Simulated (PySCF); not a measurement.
**Gas-phase XPS of `CC[SiH2]O`, computed**

C₂H₈OSi.
Geometry (PBE0-D3(BJ)/def2-SVP, Å), atoms numbered from 1 in this order:
```
atom  x, y, z in Å
C1     1.8501    0.2327    0.0057
C2     0.5119   -0.4454   -0.2815
Si3   -0.9685    0.5822    0.2549
O4    -2.4226   -0.1354   -0.1459
H5     1.9395    1.1920   -0.5287
H6     2.7020   -0.3929   -0.3032
H7     1.9754    0.4462    1.0795
H8     0.4042   -0.6591   -1.3591
H9     0.4604   -1.4246    0.2275
H10   -0.9729    1.8961   -0.4491
H11   -0.8709    0.8201    1.7339
H12   -2.5912   -1.0049    0.2269
```

Theory: PySCF 2.14.0, delta-SCF UKS SCAN, pcX-2 on the ionised atom, pcseg-1 elsewhere, spin-free X2C. These are vertical core ionisation energies against the vacuum level, from separate self-consistent calculations with and without the core hole.

**Question.** Give the core binding energies atom by atom.

**Answer.** 
| atom(s) | environment | level | binding energy (eV) | 2p1/2 (eV) | above the level's lowest (eV) | count |
| --- | --- | --- | --- | --- | --- | --- |
| C1 | methyl carbon | C 1s | 290.83 | – | +0.58 | 1 |
| C2 | sp3 carbon bound to silicon | C 1s | 290.25 | – | 0.00 | 1 |
| Si3 | oxygen-bound silicon | Si 2p3/2 | 107.08 | 107.70 | 0.00 | 1 |
| Si3 | oxygen-bound silicon | Si 1s | 1846.97 | – | 0.00 | 1 |
| O4 | silanol oxygen | O 1s | 538.46 | – | 0.00 | 1 |

Lowest listed C 1s: C2, bonded to C, 2 H and Si. Highest, 0.58 eV above it: C1, bonded to C and 3 H. Summing the Pauling electronegativity differences to the bonded atoms, each weighted by its formal bond order, gives -1.35 for the lowest site and -1.05 for the highest.

**Question.** Which effective nuclear charge Zeff reproduces each element's mean 1s value in the hydrogen-like formula E = 13.606 eV × Zeff²?

**Answer.** C (Z = 6): mean 290.5 eV, Zeff = 4.62, Z − Zeff = 1.38; O (Z = 8): mean 538.5 eV, Zeff = 6.29, Z − Zeff = 1.71; Si (Z = 14): mean 1847.0 eV, Zeff = 11.65, Z − Zeff = 2.35. Means run over the listed sites, weighted by atom count.

**Question.** What is the longest wavelength that can ionise C 1s of C2 vertically?

**Answer.** λ = hc/E = 12398.42 eV Å / 290.25 eV = 42.716 Å.

For 2p shells one spin-free hole was relaxed; a mean-field spin–orbit operator and the ground-state splitting of the three 2p orbitals were then diagonalised within the shell. The shell's mean is (2 × 2p3/2 + 2p1/2)/3, and the degeneracies 2j + 1 give areas of 2:1. 2p1/2 minus 2p3/2 (ligand field included): Si 0.62 eV. Geometry: PBE0-D3(BJ)/def2-SVP, one conformer, isolated molecule.
